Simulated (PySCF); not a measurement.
Match the calculated data to a structure.

All candidates are C4H9F3Si.

* Rotational structure: rotational constants A, B, C: 2.472, 1.024, 0.859 GHz [GFN2-xTB]
* NMR, other nuclei: isotropic shieldings of nuclei other than C and H, by class: 319 (1 F), 338 (1 F), 408 (1 F), 355 (1 Si) ppm [GIAO PBE0/pcSseg-1]
* Triplet: lowest triplet excitation (Tamm–Dancoff): 8.04 eV [TDA CAM-B3LYP/def2-SVPD]
* Dipole: 4.04 D [CAM-B3LYP/def2-SVPD]
* UV, first state: lowest singlet excitation: 8.44 eV (147 nm, f = 0.015) [TDDFT CAM-B3LYP/def2-SVPD]
* 13C NMR: chemical shifts (computed TMS as zero) by class: 93.6 (1 C), 34.2 (1 C), 26.9 (1 C), 20.5 (1 C) ppm [GIAO PBE0/pcSseg-1]

Electronic properties: PySCF, gas phase, density fitting. Levels stand in brackets. Geometry: GFN2-xTB, one conformer, isolated molecule. Each NMR value is the plain mean over a class of atoms that symmetry, rotation or inversion makes alike.

Question: Which candidate is it?
A. `C[C@H](CF)C[SiH](F)F`
B. `C[C@H]([SiH3])CC(F)(F)F`
C. `CCC[SiH2]C(F)(F)F`

Answer: A. It is `C[C@H](CF)C[SiH](F)F`. Numbering: `[CH3:1][C@H:2]([CH2:3][F:4])[CH2:5][SiH:6]([F:7])[F:8]`. Its formula, C4H9F3Si, gives 0 degrees of unsaturation, so no ring and no π bond. 4 carbons fall into 4 classes; from least to most shielded: sp3 C–F carbon [C3] (93.6 ppm), sp3 CH carbon [C2] (34.2 ppm), sp3 carbon bound to silicon [C5] (26.9 ppm), methyl carbon [C1] (20.5 ppm). The other shieldings belong to: 319 ppm, silicon-bound fluorine [F8]; 338 ppm, silicon-bound fluorine [F7]; 408 ppm, alkyl fluorine [F4]; 355 ppm, fluorine-bound silicon [Si6]. The optimised geometry has point group C1 and is an asymmetric top.

The others, at the same levels:
- `CCC[SiH2]C(F)(F)F` fails: its computed 13C shifts are 140.5 (1 C), 22.4 (1 C), 21.0 (1 C), 14.4 (1 C) ppm, rotational constant A is 2.837 GHz (against 2.472 GHz) and smallest rotational constant is 0.807 GHz (against 0.859 GHz).
- `C[C@H]([SiH3])CC(F)(F)F` fails: its computed 13C shifts are 136.1 (1 C), 45.1 (1 C), 21.2 (1 C), 13.0 (1 C) ppm and smallest rotational constant is 0.935 GHz (against 0.859 GHz).

Each candidate is one conformer, not necessarily the lowest. The conformers computed, where there is a choice (atom-mapped SMILES and torsion angles):
- `[CH3:1][C@H:2]([CH2:3][F:4])[CH2:5][SiH:6]([F:7])[F:8]`: C1–C2–C3–F4 173°, C1–C2–C5–Si6 -172°, C2–C5–Si6–F7 51°
- `[CH3:1][CH2:2][CH2:3][SiH2:4][C:5]([F:6])([F:7])[F:8]`: C1–C2–C3–Si4 -178°, C2–C3–Si4–C5 -64°, C3–Si4–C5–F6 -53°
- `[CH3:1][C@H:2]([SiH3:3])[CH2:4][C:5]([F:6])([F:7])[F:8]`: C1–C2–C4–C5 -177°, C2–C4–C5–F6 -74°
